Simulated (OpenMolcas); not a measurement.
**C I: effect of the basis set**

* Program: OpenMolcas 26.06
* Method: XMS-CASPT2, IPEA 0.25 Eh, imaginary shift 0.1 Eh (closed shells correlated: 1s)
* Active space: 4 electrons in 4 orbitals (2s 2p)
* State averaging: 2S+1 = 3 even, 3 roots; 2S+1 = 1 even, 6 roots; 2S+1 = 5 odd, 1 root; 2S+1 = 3 odd, 8 roots
* Spin-orbit coupling: RASSI with atomic mean-field integrals over the reference wave functions, term energies averaged over their components

A. ANO-R1 [3s2p1d], X2C, finite nucleus; CASPT2 step about 1.4 core-seconds
B. ANO-RCC-VDZP [3s2p1d], DKH2, point nucleus; CASPT2 step roughly 1.1 core-seconds
C. ANO-RCC-VTZP [4s3p2d1f], DKH2, point nucleus; CASPT2 step of the order of 1.9 core-seconds

Energies in cm⁻¹ above 2s² 2p² ³P₀, the measured ground level; measured values from NIST Handbook of Basic Atomic Spectroscopic Data.

```json
{"Level": "2s² 2p² ³P₀", "A": "0.0", "B": "0.0", "C": "0.0", "Measured": "0.0"}
{"Level": "2s² 2p² ³P₁", "A": "14.6", "B": "14.9", "C": "15.2", "Measured": "16.4"}
{"Level": "2s² 2p² ³P₂", "A": "43.7", "B": "44.6", "C": "45.3", "Measured": "43.4"}
{"Level": "2s² 2p² ¹D₂", "A": "11500", "B": "11390", "C": "10090", "Measured": "10193"}
{"Level": "2s² 2p² ¹S₀", "A": "22830", "B": "22760", "C": "21160", "Measured": "21648"}
{"Level": "2s 2p³ ⁵S°₂", "A": "29750", "B": "29620", "C": "31240", "Measured": "33735"}
{"Level": "2s 2p³ ³D°₂", "A": "64970", "B": "64670", "C": "62570", "Measured": "64091"}
{"Level": "2s 2p³ ³D°₁", "A": "64970", "B": "64670", "C": "62570", "Measured": "64090"}
{"Level": "2s 2p³ ³D°₃", "A": "64970", "B": "64670", "C": "62570", "Measured": "64087"}
{"Level": "2s 2p³ ³P°₀", "A": "78770", "B": "78360", "C": "75870", "Measured": "75256"}
{"Level": "2s 2p³ ³P°₁", "A": "78770", "B": "78360", "C": "75870", "Measured": "75254"}
{"Level": "2s 2p³ ³P°₂", "A": "78770", "B": "78360", "C": "75870", "Measured": "75255"}
```

Deviations, from unrounded energies. A percentage is the sum of absolute deviations over the sum of measured energies, with the sign that they share, or ± where signs differ.

```tsv
Against measurement	Levels	A	B	C
mean absolute deviation (cm-1)	11	1800	1600	860
fine structure of the ground term (%)	2	±3.4	±4.4	±5.2
other terms of the ground configuration (%)	2	+7.8	+7.3	-1.8
other configurations (%)	7	±3.8	±3.4	±2.0
```

C lies closest to measurement on these levels and A furthest from it. The largest miss of C in the table is 2s 2p³ ⁵S°₂, by -2500 cm-1. The ranking rests on the paired levels alone, and a cruder setting can come out closer through cancelling errors.

Among A to C the level of the table that moves most is 2s 2p³ ³P°₀, by 2900 cm-1 (lowest in C, highest in A). Moves below CASPT2's spread within the term are not significant.

Term energies are means over components that CASPT2 splits; among the terms shown or strongly mixed into the levels shown the widest spread is 1200 cm-1 (2s 2p³ ³D°, C). Over all roots computed the reference weight is 0.94 to 0.99 in C; the roots of lowest weight are the least certain, and an intruder state may touch them. Computed and measured levels are paired by configuration, term and J; levels that our copy of the source lacks, or whose pairing is in doubt (as where it misses far off the trend of its configuration), stay unpaired and out of the deviations. Only configurations of the active space appear.

° marks odd parity.
